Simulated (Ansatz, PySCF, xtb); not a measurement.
Energy difference R1 → P1 + P2, each structure at its B3LYP-D3(BJ)/def2-TZVP stationary point, reached from a drawn start (curvature not checked).
R1, BH3O3 (SMILES OB(O)O) (charge 0, multiplicity 1):
```xyz
7

O     -1.235    -0.954    -0.062
B     -0.096    -0.206    -0.019
O     -0.216     1.161     0.130
O      1.087    -0.889    -0.130
H     -2.028    -0.416     0.021
H      0.604     1.659     0.157
H      1.883    -0.354    -0.098
```
P1, BHO2 (SMILES O=BO) (charge 0, multiplicity 1):
| atom | x (Å) | y (Å) | z (Å) |
|---|---|---|---|
| O | -0.8026 | -0.3432 | 0.0669 |
| B | 0.4676 | -0.0754 | -0.1940 |
| O | 1.6331 | 0.1220 | -0.4606 |
| H | -1.2982 | 0.2966 | 0.5877 |
P2: H2O (SMILES O), charge 0, multiplicity 1.

P less R. No zero-point or thermal terms. One arrangement of each flexible species, with no search for the lowest.

Programs: Ansatz (Gaussian orbitals); PySCF for the D3/D4 terms; xtb for the GFN methods. No computed number here is a measurement.

Problem. One of these levels gives 185.1 kJ/mol for the reaction energy. Which one is it?
A. GFN1-xTB
B. BLYP-D4/def2-TZVPP
C. GFN2-xTB

Solution. B, BLYP-D4/def2-TZVPP. The others give 143.2 (GFN1-xTB), 130.5 (GFN2-xTB)

Ansatz is an electronic-structure program.
